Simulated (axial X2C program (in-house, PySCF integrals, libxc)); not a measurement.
# Low determinants of Er⁺

Calculated with an axial X2C code built on PySCF integrals, basis dyall-v3z (cores contracted in-house), spin-free (one-electron X2C) and two-component (2c, atomic mean-field Coulomb and Gaunt terms). Energies in eV from the lowest row of each column (rows without correlated energies are left out; n/a marks j-coupled starts, which PBE0 does not hold); electrons by l are Mulliken totals of the Hartree–Fock solution, and PBE0 can relax to another configuration under the same block occupation. Coupled cluster uses truncated natural virtuals with an MP2 remainder. Frozen shells in the correlated columns: 4 s, 3 p, 2 d.

Spin-free determinants:

| electrons by l | M_S, M_L | HF | MP2 | PBE0 |
| --- | --- | --- | --- | --- |
| s11 p24 d20 f12 | 3/2, 5 | 0.00 | 0.00 | 0.37 |
| s11 p24 d20 f12 | 3/2, 4 | 0.06 | 0.03 | 0.01 |
| s11 p24 d20 f12 | 1/2, 4 | 0.10 | 0.09 | 0.07 |
| s11 p24 d20 f12 | 3/2, 2 | 0.24 | 0.20 | 0.00 |
| s11 p24 d20 f12 | 1/2, 2 | 0.29 | 0.25 | 0.06 |
| s11 p24 d20 f12 | 1/2, 3 | 0.39 | 0.32 | 0.04 |
| s11 p24 d20 f12 | 3/2, 0 | 0.41 | 0.35 | 0.19 |
| s11 p24 d20 f12 | 1/2, 0 | 0.46 | 0.40 | 0.26 |

Two-component determinants:

| electrons by l | 2M_J | HF | MP2 | PBE0 |
| --- | --- | --- | --- | --- |
| s11 p24 d20 f12 | 13 | 0.00 | 0.00 | 0.27 |
| s11 p24 d20 f12 | 11 | 0.04 | 0.05 | 0.34 |
| s11 p24 d20 f12 | 11 | 0.14 | 0.11 | 0.00 |
| s11 p24 d20 f12 | 9 | 0.18 | 0.16 | 0.06 |
| s11 p24 d20 f12 | 7 | 0.37 | 0.32 | 0.14 |
| s11 p24 d20 f12 | 5 | 0.40 | 0.35 | 0.20 |
| s11 p24 d20 f12 | 7 | 0.50 | 0.42 | 0.13 |
| s11 p24 d20 f12 | 9 | 0.66 | 0.54 | 0.31 |

Single determinants need not be terms or J levels, so several rows can belong to one term; PBE0 has no current term and treats spin collinearly, and Hartree–Fock breaks spherical symmetry, which spreads rows that should be degenerate. The search is wide but not exhaustive and can miss a configuration; gaps between s and d configurations can be off by some tenths of an eV with this basis and core.

The run took 2.8 min on 1 thread of Arm Neoverse V1, on a shared host.
